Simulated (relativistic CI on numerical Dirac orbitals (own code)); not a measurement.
## Nd5+: q coefficients and field-shift factors

These numbers are calculated, not measured: Dirac-Coulomb-Breit CI, separate exchange-only KLI orbitals for each configuration, valence Slater integrals scaled by 0.85, P86 correlation energy added to each configuration, derivatives by finite differences, QED left out (own radial code, finite nucleus).

CI space (outside the closed core [Kr] 4d10): 4f2.5s2.5p5, 4f.5s2.5p6, 5s2.5p6.5d, 4f2.5s.5p6, 4f.5s2.5p5.5d, 5s2.5p5.5d2, 5s2.5p6.6s, 4f.5s2.5p5.6s. The list is cut by size and lacks configurations that can hold low levels.

With x = (α/α₀)² − 1 an excitation energy changes as ω = ω₀ + qx; K = 2q/ω₀ is the relative enhancement. Terms are leading LS components, so labels can repeat. The field-shift factor is F = δν/δ⟨r²⟩ for the transition from the lowest level.

Lowest level 4f.5s2.5p6 2F°_5/2.

```tsv
Level	ω₀ (cm⁻¹)	q (cm⁻¹)	K	F (GHz/fm²)
4f.5s2.5p6 2F°_7/2	3721.3	3310	1.78	0.139
4f2.5s2.5p5 4G°_5/2	55262.2	34080	1.23	-7.36
4f2.5s2.5p5 4G°_7/2	57779.1	35800	1.24	-7.33
4f2.5s2.5p5 4G°_9/2	60844.0	37810	1.24	-7.27
4f2.5s2.5p5 4I°_11/2	63758.2	34290	1.08	-7.36
4f2.5s2.5p5 4I°_13/2	64371.8	36220	1.13	-7.23
4f2.5s2.5p5 4G°_11/2	64473.7	39470	1.22	-7.26
4f2.5s2.5p5 4I°_15/2	65324.7	38190	1.17	-7.09
4f2.5s2.5p5 4D°_3/2	67492.4	34430	1.02	-7.19
4f2.5s2.5p5 4I°_9/2	67727.7	34650	1.02	-7.38
4f2.5s2.5p5 4F°_5/2	67770.5	34750	1.03	-7.15
4f2.5s2.5p5 4D°_7/2	68143.7	34670	1.02	-7.17
4f2.5s2.5p5 4D°_1/2	68410.3	35340	1.03	-7.22
```

At this charge configurations can still be misplaced by up to about 7 % of their energy. Levels and lines within the n = 5 or 6 shells can be off by up to 10 % or somewhat more, and those that change n by about 2 %, since core polarisation is missing. Levels that differ in their count of f electrons can be misplaced by several ten thousand cm⁻¹, since the correlation energy of f electrons is missing or only estimated; rates across such gaps can be off by orders of magnitude. The computed lowest level isn't the tabulated ground level, which NIST ASD gives as 4f2 5s2 5p5 °.
